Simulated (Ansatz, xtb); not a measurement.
Relative energy of two isomers of C3H9B2N

Structure I: `BNBC1CC1`, a singlet. Structure II: `BNBCC=C`, a singlet. Both are isolated molecules in the gas phase, relaxed with B3LYP/def2-SVP; each stands in its lowest conformer found.

Quicker runs give these differences E(II) − E(I): GFN2-xTB +6.6 kcal/mol; HF/STO-3G +8.1 kcal/mol (at GFN2-xTB geometries); r2SCAN-D4/def2-SVP +1.5 kcal/mol (at GFN2-xTB geometries).

Problem. Estimate E(II) − E(I) at the level CCSD(T)/def2-SVP + ΔMP2/def2-TZVPP.

Solution. Calculated at CCSD(T)/def2-SVP + ΔMP2/def2-TZVPP: E(II) − E(I) = −2.3 kcal/mol, so structure II lies lower.

The same difference at several levels:

```csv
level,geometry,E(II) − E(I) (kcal/mol),departure from the last row (kcal/mol),"job, with rough time for the two"
GFN2-xTB,GFN2-xTB,+6.6,+8.9,"optimisation, 0.62 s"
HF/STO-3G,GFN2-xTB,+8.1,+10.4,"single point, 0.86 s"
r2SCAN-D4/def2-SVP,GFN2-xTB,+1.5,+3.8,"single point, 7 s"
B3LYP/def2-SVP,B3LYP/def2-SVP,−2.3,0.0,"optimisation, 2.6 min"
HF/def2-SVP,B3LYP/def2-SVP,−3.5,−1.3,part of the CCSD(T) run
MP2/def2-SVP,B3LYP/def2-SVP,+1.2,+3.5,part of the CCSD(T) run
CCSD(T)/def2-SVP,B3LYP/def2-SVP,−1.7,+0.6,single point
CCSD(T)/def2-SVP + ΔMP2/def2-TZVPP,B3LYP/def2-SVP,−2.3,,"single point, 91 s"
```

As drawn, II has 1 C=C in place of 2 C–C. Structure I has a 3-membered ring, II no ring.

GFN2-xTB, HF/STO-3G, r2SCAN-D4/def2-SVP, MP2/def2-SVP put the two in the other order. The largest departure from CCSD(T)/def2-SVP + ΔMP2/def2-TZVPP is that of HF/STO-3G, 10.4 kcal/mol. The last row adds to CCSD(T) the change of the MP2 difference between the two basis sets, here −0.6 kcal/mol.

With thermal terms from frequencies at re-optimised GFN2-xTB minima (ideal gas, soft modes damped towards free rotors, one conformer each, 298.15 K, 1 atm): the zero-point term adds −1.3 kcal/mol; ΔH is −3.1 and ΔG −4.4 kcal/mol.

The correlated steps freeze 6 core orbitals. Run with Ansatz 0.2.0, xtb 6.7.1; the last row on 2 threads of Intel(R) Xeon(R) Processor @ 2.70GHz on a shared host.
